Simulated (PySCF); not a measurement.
PySCF input:

```python
from pyscf import gto, scf, dft

mol = gto.M(
    atom='''
    B     0.13878280   -0.02423784    0.00548867
    C     1.56790485   -0.27382807    0.06200849
    C    -0.48645111    1.46218053   -0.14832764
    C    -0.96245149   -1.20913570    0.09102553
    H     2.00344141   -1.27072796    0.16554457
    H     2.32170334    0.51535939    0.00550898
    H     0.28583924    2.23864822   -0.20320629
    H    -1.14933960    1.72161089    0.69204816
    H    -1.10891904    1.55815664   -1.05180925
    H    -1.64796521   -1.07667825    0.94277826
    H    -1.60754465   -1.24013250   -0.80107915
    H    -0.50514302   -2.20034772    0.19453312
    ''',
    basis='def2-tzvpd',
    charge=-1,
    spin=0,
    verbose=4,
)

mf = scf.RHF(mol).density_fit(auxbasis='def2-universal-jkfit')
mf.conv_tol = 1e-9
mf.max_cycle = 100
mf.max_memory = 1500
mf.kernel()
if not mf.converged:
    mf = mf.newton()
    mf.kernel(mf.make_rdm1())
mf.analyze()
```

What final total energy does it print?

-142.97529 Eh (HF/def2-TZVPD).

It need not be the lowest isomer of its formula. Whether it binds its extra electron was not tested at this geometry.
